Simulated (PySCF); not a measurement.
Method used: core-valence-separated Tamm–Dancoff BHandHLYP/aug-pcX-1 (pcseg-1 on H, def2-SVPD on Si, def2-SVPD on Cl) in PySCF, non-relativistic, gas phase, PBE0-D3(BJ)/def2-SVP geometry. The energies are unshifted.

Main lines of an unknown, eV (oscillator strength): C K: 284.9 (0.072), 285.2 (0.010), 285.3 (0.014), 285.7 (0.013), 285.7 (0.022). Listed: the first five lines at most of each edge with a tenth or more of its strongest line's intensity; roots within 0.03 eV on the same or equivalent atoms are summed. Only the lowest roots were sought, and the top ones are left out.

Task: Which candidate gives them?
A. `Cl[SiH]1CCCC1`
B. `Cl[C@@H]1CC[SiH2]C1`
C. `C=C(C[SiH3])CCl`

Result: B. 

- `Cl[C@@H]1CC[SiH2]C1`: C K: 284.9 (0.072), 285.2 (0.010), 285.3 (0.014), 285.7 (0.013), 285.7 (0.022). First C line listed at 284.9 eV, hole on the sp3 C–Cl carbon.
- `Cl[SiH]1CCCC1`: C K: 285.3 (0.024), 285.6 (0.015), 285.6 (0.015), 285.6 (0.012), 285.7 (0.017). First C line listed at 285.3 eV, hole on the sp3 carbon bound to silicon.
- `C=C(C[SiH3])CCl`: C K: 282.5 (0.056), 283.0 (0.062), 284.8 (0.064), 285.6 (0.009), 285.7 (0.009). First C line listed at 282.5 eV, hole on the terminal =CH2 carbon (1s→π*).

One conformer each; other structures than these candidates weren't tested.
